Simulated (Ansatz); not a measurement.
Ansatz (an electronic-structure program) input for Te(SMe)(SiH3) (CH6SSiTe), SMILES S(C)[Te][SiH3], PBE0/def2-SVPD. Coordinates come from a B3LYP-D3(BJ)/def2-SVP optimisation. The structure was generated by enumeration, and PubChem lists no compound with its InChIKey, so it may never have been made. The def2 effective core potentials stand for the cores of Te; spin–orbit coupling is left out. The values are those of a single conformer.

Ansatz 0.2 input:
```yaml
crystal:
  periodic: [false, false, false]
  atoms:
    - {symbol: Te, position_ang: [-0.03932878, -0.10425122, 0.85203209]}
    - {symbol: S, position_ang: [1.38816052, 0.73443246, -0.95910747]}
    - {symbol: C, position_ang: [1.78569370, -0.80037168, -1.87239644]}
    - {symbol: H, position_ang: [2.35054979, -1.50443672, -1.24637794]}
    - {symbol: H, position_ang: [2.41296910, -0.48712485, -2.72179106]}
    - {symbol: H, position_ang: [0.87669159, -1.28366898, -2.25670524]}
    - {symbol: Si, position_ang: [-2.07786313, 0.09788090, -0.62667595]}
    - {symbol: H, position_ang: [-1.85894211, -0.69224474, -1.87047748]}
    - {symbol: H, position_ang: [-2.32380608, 1.52298137, -0.97613459]}
    - {symbol: H, position_ang: [-3.24701241, -0.45346440, 0.11937917]}
basis:
  gaussian:
    orbitals: def2-SVPD
hamiltonian:
  xc: {name: PBE0}
```

Log of the run:

```
WARN ansatz: RAYON_NUM_THREADS=1 ignored (pool sized by the plan → 1); use --threads N
Functional definition: PBE0
integrals: 0.11 GiB planned
1498 factors; their error is unknown
mean field: 0.84 GiB planned
mean field evaluation 1: about -27123.7484 eV, gradient 3.4e1 eV
mean field evaluation 2: about -27121.7438 eV, gradient 4.2e1 eV
mean field evaluation 4: about -27126.7461 eV, gradient 2.1e0 eV
mean field evaluation 8: about -27126.7577 eV, gradient 2.2e-2 eV
mean field evaluation 16: about -27127.0150 eV, gradient 2.5e-5 eV
mean field -27127.01502213 eV, -996.8994147122 hartree, gradient 2.5e-5 eV, S^2 0.000000; 0 other end points of the search recorded, 0 dependent functions left out
reference -27127.01507279 eV, -996.8994165738 hartree; 33, 33 occupied and 121, 121 virtual orbitals, 1498 factors
Total energy: -27127.01507279 eV, -996.8994165738 hartree
```

The calculation finished and met its thresholds.
